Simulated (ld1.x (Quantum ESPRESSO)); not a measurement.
## Transferability test, PAW potential for Te (Z = 52)

ld1.x (Quantum ESPRESSO) 7.5 input, shortened:

```
&input
   title='Te', zed=52., rel=2, dft='PBESOL', iswitch=3,
   config='[Kr] 4d10 5s2 5p2', rel_dist='average'
 /
 &inputp
   pseudotype=3, lpaw=.true., tm=.true., lloc=-2, rcloc=1.00,
   nlcc=.true., new_core_ps=.true., rcore=0.95,
   which_augfun='PSQ', rmatch_augfun_nc=.true.
 /
6
5S  1  0   2.00   0.00  1.65  1.75  0.0
5S  1  0   0.00   1.85  1.65  1.75  0.0
5P  2  1   2.00   0.00  1.90  2.25  0.0
5P  2  1   0.00  -0.35  1.90  2.25  0.0
4D  3  2  10.00   0.00  0.80  1.05  0.0
4D  3  2   0.00  -3.90  0.80  1.05  0.0
 &test
   configts(1)='4d10 5s2 5p2'
 /
```

Open shells are filled in proportion to 2j + 1 (rel_dist='average').

Energies are relative to the spin-unpolarised reference configuration 4d10 5s2 5p2; without spin polarisation the order of configurations can differ from experiment. Not all tests gave a result: test run stopped at test 6 of 7 (negative rho).

```
valence configuration  charge  ΔE all-electron (eV)  error AE − PS (meV)
         4d10 5s2 5p4       0               -27.768                 +1.4
         4d10 5s2 5p3      +1               -17.993                 +0.5
         4d10 5s2 5p1      +3                26.986                 -0.8
         4d10 5s1 5p5       0               -18.518                  +18
         4d10 5s2 5p0      +4                63.545                 -5.6
```

The ghost test of this file was not conclusive.
